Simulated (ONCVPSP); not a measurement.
**An all-electron radial function and its pseudo partner (H (Z = 1))**

Columns: radius, all-electron u(r) and pseudo u(r) of the 1s shell (level -6.49 eV) of hydrogen in the configuration 1s1; PBE, scalar-relativistic, ONCV scheme, ONCVPSP 4.0.1.

```tsv
r (bohr)	all-electron	pseudo
0.072	0.1285	0.1048
0.145	0.2403	0.2077
0.217	0.3341	0.3029
0.290	0.4145	0.3904
0.362	0.4809	0.4662
0.435	0.5366	0.5313
0.507	0.5816	0.5838
0.580	0.6182	0.6256
0.652	0.6466	0.6566
0.725	0.6686	0.6791
0.798	0.6846	0.6940
0.870	0.6951	0.7027
0.942	0.7013	0.7067
1.015	0.7036	0.7070
1.088	0.7026	0.7044
1.160	0.6986	0.6995
1.232	0.6923	0.6926
1.305	0.6837	0.6838
1.378	0.6734	0.6734
1.450	0.6617	0.6617
1.522	0.6488	0.6488
1.595	0.6347	0.6347
1.668	0.6197	0.6197
1.740	0.6044	0.6044
1.812	0.5886	0.5886
1.885	0.5722	0.5722
```

How many radial nodes do the two functions have?

The all-electron 1s function has n − l − 1 = 0; the pseudo-wave has 0.

At about which radius was the pseudo-wave matched?

1.45 bohr. The columns agree to 0.0005 from 1.23 bohr on; several derivatives are matched, so the curves merge somewhat inside the radius.

Is the pseudo-wave norm-conserving?

Yes: the ONCV scheme keeps the norm inside the radius equal to the all-electron one, which fixes the energy derivative of the logarithmic derivative at the level.
